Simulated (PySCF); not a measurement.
Isomers of C6H9OPS, mass 160.011 u with the commonest isotopes. The calculation used PySCF 2.14.0, PBE0-D3(BJ)/def2-SVP geometry optimisation, gas phase. One conformer each, none proved a minimum here; rigid rotors.

**Question.** Order these by radius of gyration √(Σ m r²/M), largest first.
A. `[CH:1]#[C:2][P:3]1(=[S:4])[CH2:5][CH2:6][O:7][CH2:8][CH2:9]1` with C2–P3–C5–C6 63°, P3–C5–C6–O7 57°, C5–C6–O7–C8 -69°, C6–O7–C8–C9 69°
B. `[CH3:1][CH2:2][c:3]1[o:4][cH:5][c:6]([S:7][CH3:8])[p:9]1` with C1–C2–C3–O4 -62°, C5–C6–S7–C8 179°
C. `[CH3:1][P:2]([CH3:3])(=[O:4])[c:5]1[cH:6][cH:7][cH:8][s:9]1` with C1–P2–C5–C6 -127° (dimethyl(thiophen-2-yl)phosphine oxide)

**Answer.** B (2.412 Å), C (2.156 Å), A (2.117 Å).

**Question.** Order these by out-of-plane moment Σ m c² = (Ia + Ib − Ic)/2, smallest first.
A. `[CH3:1][P:2]([CH3:3])(=[O:4])[c:5]1[cH:6][cH:7][cH:8][s:9]1` with C1–P2–C5–C6 -127° (dimethyl(thiophen-2-yl)phosphine oxide)
B. `[CH:1]#[C:2][P:3]1(=[S:4])[CH2:5][CH2:6][O:7][CH2:8][CH2:9]1` with C2–P3–C5–C6 63°, P3–C5–C6–O7 57°, C5–C6–O7–C8 -69°, C6–O7–C8–C9 69°
C. `[CH3:1][CH2:2][c:3]1[o:4][cH:5][c:6]([S:7][CH3:8])[p:9]1` with C1–C2–C3–O4 -62°, C5–C6–S7–C8 179°

**Answer.** C (20.82 u·Å²), A (69.20 u·Å²), B (106.65 u·Å²).

**Question.** Order these by rotational constant B, smallest first.
A. `[CH:1]#[C:2][P:3]1(=[S:4])[CH2:5][CH2:6][O:7][CH2:8][CH2:9]1` with C2–P3–C5–C6 63°, P3–C5–C6–O7 57°, C5–C6–O7–C8 -69°, C6–O7–C8–C9 69°
B. `[CH3:1][CH2:2][c:3]1[o:4][cH:5][c:6]([S:7][CH3:8])[p:9]1` with C1–C2–C3–O4 -62°, C5–C6–S7–C8 179°
C. `[CH3:1][P:2]([CH3:3])(=[O:4])[c:5]1[cH:6][cH:7][cH:8][s:9]1` with C1–P2–C5–C6 -127°

**Answer.** B (636.4 MHz), C (862.9 MHz), A (967.8 MHz).

```json
{"SMILES": "CP(C)(=O)c1cccs1", "point group": "near Cs", "Ia (u·Å²)": "227.27", "Ib (u·Å²)": "585.65", "Ic (u·Å²)": "674.53", "κ": "-0.85", "μa (D)": "1.87", "μb (D)": "3.04", "μc (D)": "0.12"}
{"SMILES": "C#CP1(=S)CCOCC1", "point group": "Cs", "Ia (u·Å²)": "301.35", "Ib (u·Å²)": "522.21", "Ic (u·Å²)": "610.25", "κ": "-0.67", "μa (D)": "3.32", "μb (D)": "2.38", "μc (D)": "0.00"}
{"SMILES": "CCc1occ(SC)p1", "point group": "C1", "Ia (u·Å²)": "157.74", "Ib (u·Å²)": "794.07", "Ic (u·Å²)": "910.18", "κ": "-0.94", "μa (D)": "0.72", "μb (D)": "0.40", "μc (D)": "0.05"}
```
